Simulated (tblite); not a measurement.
Species: C7H11FOP (charge +1).
Atom-mapped SMILES: `[CH3:1][O:2][C:3]1=[C:4]([F:5])[P+:6]([CH3:7])([CH3:8])[CH:9]=[CH:10]1` (hydrogens: H11, H12, H13 on C1; H14, H15, H16 on C7; H17, H18, H19 on C8; H20 on C9; H21 on C10)

Geometry (GFN2-xTB, Å), atoms numbered from 1 in this order:
```
atom  x, y, z in Å
C1     2.8354    1.1146    1.7452
O2     2.3361    1.3594    0.4361
C3     1.2093    0.7969    0.0603
C4     0.3544   -0.0377    0.7135
F5     0.4477   -0.5206    1.9655
P6    -1.0320   -0.4795   -0.3309
C7    -2.6171    0.0885    0.3279
C8    -1.1075   -2.2505   -0.6871
C9    -0.4019    0.5157   -1.6888
C10    0.7445    1.0904   -1.3070
H11    3.7613    1.6801    1.8172
H12    2.1305    1.4610    2.5035
H13    3.0384    0.0522    1.8940
H14   -2.8212   -0.4438    1.2588
H15   -2.5730    1.1598    0.5229
H16   -3.4072   -0.1227   -0.3929
H17   -0.1561   -2.5847   -1.1005
H18   -1.3103   -2.7867    0.2419
H19   -1.9080   -2.4441   -1.4013
H20   -0.8760    0.6244   -2.6481
H21    1.3437    1.7442   -1.9203
```

Level: GFN2-xTB in tblite, geometry and Hessian alike; calculated harmonic values, unscaled, isolated species. Errors from tens to a few hundred cm⁻¹ against measured bands are possible. One conformer, not necessarily the lowest.

Harmonic wavenumbers (cm⁻¹): 67.8, 99.2, 129.7, 144.8, 150.6, 174.0, 182.9, 203.1, 208.9, 228.5, 315.1, 315.4, 380.6, 391.9, 482.6, 548.9, 574.4, 647.3, 752.0, 757.5, 782.6, 803.3, 827.3, 855.6, 891.5, 894.7, 918.0, 960.1, 1039.1, 1064.2, 1103.9, 1151.1, 1162.6, 1213.2, 1298.0, 1301.1, 1302.8, 1373.8, 1378.4, 1385.1, 1388.1, 1396.3, 1448.0, 1448.1, 1565.8, 1641.9, 2978.4, 2981.0, 2986.0, 2991.8, 2992.7, 2994.4, 3004.0, 3005.0, 3053.7, 3107.0, 3121.3.

A = 1944, B = 840.9, C = 709.7 MHz; mass 161.053 u (most abundant isotopes); point group Cs, symmetry number 1.

Q: Zero-point energy?

A: ½Σν̃ = 35283 cm⁻¹ = 100.88 kcal/mol.

Q: Give the ideal-gas entropy at 500 K and 1 bar in the rigid-rotor, harmonic-oscillator model (classical rotation).

A: Translation 43.73, rotation 31.55, vibration 60.81: S = 136.1 cal/(mol K).

Q: And Cp and H(500 K) − H(0)?

A: Cp = 66.29 cal/(mol K), of which vibrations give 58.34 (their classical limit is 57 R = 113.3); H(500 K) − H(0) = 19.76 kcal/mol without the zero-point energy, 15.78 from vibrations.

Q: Which modes carry the vibrational entropy at 500 K?

A: 67.8 cm⁻¹: 5.24; 99.2 cm⁻¹: 4.49; 129.7 cm⁻¹: 3.96; 144.8 cm⁻¹: 3.74; 150.6 cm⁻¹: 3.66; 174.0 cm⁻¹: 3.38 cal/(mol K); the other 51 give 36.34 together.

Q: What must be added to the electronic energy to get the Gibbs energy at 500 K and 1 bar?

A: ZPE + [H(500 K) − H(0)] − T·S = 100.88 + 19.76 − 68.04 = 52.60 kcal/mol.

Q: How do the functions run with temperature in this model?

A: 
| T (K) | S (cal/(mol K)) | Cp (cal/(mol K)) | H − H(0) (kcal/mol) | G − H(0) (kcal/mol) | ln q(vib) |
| --- | --- | --- | --- | --- | --- |
| 100 | 71.4 | 22.5 | 1.39 | -5.75 | 1.51 |
| 200 | 91.1 | 35.0 | 4.29 | -13.92 | 4.80 |
| 300 | 107.4 | 46.5 | 8.37 | -23.86 | 8.18 |
| 800 | 171.7 | 84.9 | 42.69 | -94.65 | 23.77 |
| 1000 | 191.5 | 92.9 | 60.51 | -131.01 | 29.27 |

q(vib) and H(0) count from the zero-point level.

Q: Blend soft modes into free rotors: weight 1/[1 + (100 cm⁻¹/ν̃)⁴] for the oscillator and the rest for a rotor with moment μB/(μ + B), μ = h/(8π²ν), B = 10⁻⁴⁴ kg m². What vibrational entropy results?

A: 58.40 cal/(mol K) in place of 60.81, which changes −T·S at 500 K by +1.20 kcal/mol.

Hindered rotation and anharmonicity are outside this model. Other conformers, if any are populated, would add a mixing term that is left out.

Hardware: one thread of an Arm Neoverse V1, shared host with 32 logical CPUs at a one-minute load of 10. Cost: 0.98 s of wall time. The figure is for the frequency step alone.
